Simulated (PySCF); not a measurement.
A geometry optimisation on [ReO4]- (`[O]=[Re-](=[O])(=[O])=[O]`).

Method: PBE0-D3(BJ)/def2-SVP geometry optimisation, gas phase, def2 core potentials past Kr (PySCF 2.14.0). Start geometry: GFN2-xTB. A driver script takes a list of jobs; this job's settings line and coordinates (Å) are shown.

Input:
```
{"job": {"xc": "PBE0", "basis": "def2-SVP", "d3": "d3bj", "grid": 1, "maxiter": 30, "shake": 0.03, "kind": "geom"}, "charge": -1, "multiplicity": 1}
Re     0.061200    -0.076620     0.012520
O     -0.006800    -0.031000     1.686250
O      1.531990     0.003100    -0.599840
O     -0.705460     1.392600    -0.555700
O     -0.806090    -1.398550    -0.605340
```

Output:
```
step   0  E = -378.81608215  max force = 0.189049
step   1  E = -378.84349597  max force = 0.043266
step   2  E = -378.84771348  max force = 0.023658
step   3  E = -378.84806032  max force = 0.007128
step   4  E = -378.84813057  max force = 0.001052
step   5  E = -378.84813296  max force = 0.000400
optimisation converged
```

Energies in Eh; «max force» is the largest Cartesian gradient component in Eh/bohr.

Problem. How much energy does the optimisation release, in kJ/mol?

Solution. E(step 0) − E(last step) = 0.032051 Eh, which is 84.1 kJ/mol.

Problem. Give the first gradient maximum in eV/Å.

Solution. With 1 Eh/bohr = 51.422 eV/Å, 9.721 eV/Å.

In short: final energy -378.84813 Eh after 5 steps.

Problem. Where do the atoms end?

Solution. 0.075 Å rms from the input after alignment:
```
atom  x, y, z in Å
Re1    0.0143   -0.0221   -0.0124
O2     0.0288   -0.0404    1.7166
O3     1.6400   -0.0421   -0.6008
O4    -0.7818    1.4092   -0.5679
O5    -0.8264   -1.4151   -0.5976
```

The run took 20 s on an Arm Neoverse V2 with one thread, no GPU, on a shared host, and the process peaked at 0.34 GiB of memory.
Labels such as C1 count atoms from 1, the log's own numbers from 0.
